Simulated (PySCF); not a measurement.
C4H9FSi, SMILES FC1([SiH3])CCC1.

Geometry: PBE0-D3(BJ)/def2-SVP. This is a generated structure with no PubChem entry under its InChIKey; it may be hypothetical.

Two levels are set side by side: PBE/def2-TZVP (PySCF) and CAM-B3LYP/def2-TZVP (PySCF). Same geometry, gas phase. Differences are taken from unrounded values.

```csv
quantity,CAM-B3LYP,PBE,PBE minus CAM-B3LYP
orbital gap (eV),10.80,6.28,-4.52
highest occupied level (eV),-9.29,-6.54,2.75
lowest empty level (eV),1.51,-0.27,-1.77
dipole moment (D),1.76,1.62,-0.14
mean polarisability (bohr³),71.8,75.5,3.7
```

Without exact exchange PBE keeps part of each electron's self-repulsion, which lifts occupied levels and narrows the gap. Loosely held outer electrons make PBE densities more polarisable. Differences between two approximate levels are no errors against the true value.

Rough cost on one machine, each run with all the roots and properties that it gave: CAM-B3LYP against PBE within a factor of 2.
